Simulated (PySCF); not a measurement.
From one molecule to another.

First species: C5H8O.
Cartesian coordinates in Å at the GFN2-xTB level; atoms count from 1:
```
atom  x, y, z in Å
C1    -2.5015   -0.3117    0.2249
C2    -1.2006    0.2572    0.6544
C3    -0.0046   -0.1236    0.2072
C4     1.2352    0.5120    0.6850
C5     2.4960   -0.0302    0.0544
O6     1.2482    1.3974    1.5116
H7    -3.1172    0.4709   -0.2183
H8    -2.3667   -1.1108   -0.4998
H9    -3.0430   -0.6972    1.0882
H10   -1.2385    1.0514    1.3898
H11    0.0965   -0.9113   -0.5263
H12    2.4477    0.0995   -1.0251
H13    2.5818   -1.0942    0.2666
H14    3.3660    0.4901    0.4453
```

Second species: H₁₁N₃Si₄.
Structure used (GFN2-xTB), in Å, numbered top down from 1:
```xyz
18
H11N3Si4 angstrom
Si    -1.3597    1.6620    0.3087
N     -1.1001   -0.0600    0.3231
Si    -2.2424   -1.2238   -0.2680
Si     0.5093   -0.6469    0.5819
N      1.4567   -1.0009   -0.8284
Si     2.6768    0.2028   -0.5416
N      1.6905    0.6050    0.8239
H     -0.8531    2.2039    1.5719
H     -0.7119    2.3119   -0.8341
H     -2.8101    1.8472    0.2298
H     -2.0028   -1.5479   -1.6798
H     -2.0915   -2.4330    0.5431
H     -3.5751   -0.6477   -0.1059
H      0.5019   -1.7062    1.5887
H      1.3102   -1.6281   -1.5958
H      2.7548    1.2577   -1.5484
H      3.9698   -0.3819   -0.1958
H      1.8679    1.1923    1.6149
```

Levels: CAM-B3LYP/def2-SVPD for dipole moment, HOMO energy, LUMO energy, HOMO–LUMO gap, static isotropic polarisability and electronic spatial extent ⟨r²⟩ about the centre of nuclear charge; TDDFT CAM-B3LYP/def2-SVPD for lowest singlet excitation; TDA CAM-B3LYP/def2-SVPD for lowest triplet excitation (Tamm–Dancoff); GFN2-xTB for rotational constant A and rotational constant C. Geometries: GFN2-xTB. All species are isolated and taken at one optimised geometry, non-relativistic unless stated. Electronic properties by PySCF.

The conformers computed, where there is a choice (atom-mapped SMILES and torsion angles):
- `[CH3:1]/[CH:2]=[CH:3]/[C:4]([CH3:5])=[O:6]`: C2–C3–C4–C5 -179°
- `[SiH3:1][N:2]([SiH3:3])[SiH:4]1[NH:5][SiH2:6][NH:7]1`: Si1–N2–Si4–N5 -94°

| property | column X | column Y |
| --- | --- | --- |
| dipole moment | 0.41 D | 3.24 D |
| HOMO energy | -8.51 eV | -8.68 eV |
| LUMO energy | 0.60 eV | -0.31 eV |
| HOMO–LUMO gap | 9.11 eV | 8.37 eV |
| lowest singlet excitation | 5.80 eV | 3.95 eV |
| lowest triplet excitation (Tamm–Dancoff) | 5.54 eV | 3.48 eV |
| static isotropic polarisability | 116.6 au | 66.1 au |
| electronic spatial extent ⟨r²⟩ about the centre of nuclear charge | 1761 bohr² | 766 bohr² |
| rotational constant A | 2.116 GHz | 9.113 GHz |
| rotational constant C | 0.685 GHz | 1.601 GHz |

Problem. Which column belongs to which species?

Solution. Column X is the second species and column Y the first. The first has 14 atoms and 46 electrons, the second 18 and 88.

Problem. How does each property change from the first species to the second?

Solution. dipole moment -2.83 D; HOMO energy +0.17 eV; LUMO energy +0.91 eV; HOMO–LUMO gap +0.74 eV; lowest singlet excitation +1.85 eV; lowest triplet excitation (Tamm–Dancoff) +2.06 eV; static isotropic polarisability +50.5 au; electronic spatial extent ⟨r²⟩ about the centre of nuclear charge +995 bohr²; rotational constant A -6.997 GHz; rotational constant C -0.916 GHz.

On the first: The dipole equals about 10.8 × 10⁻³⁰ C·m (1 D = 3.33564 × 10⁻³⁰ C·m). S1 lies 4.42 eV below the HOMO–LUMO gap; its leading configuration is HOMO→LUMO, weight 0.94.

On the second: A dipole of 0.41 D is allowed in C1, and pure rotational transitions are dipole-allowed. The vertical singlet–triplet gap S1 − T1 is 0.26 eV (TDDFT singlet less Tamm–Dancoff triplet; S1: HOMO→LUMO, weight 0.91; T1: HOMO→LUMO, weight 0.88).
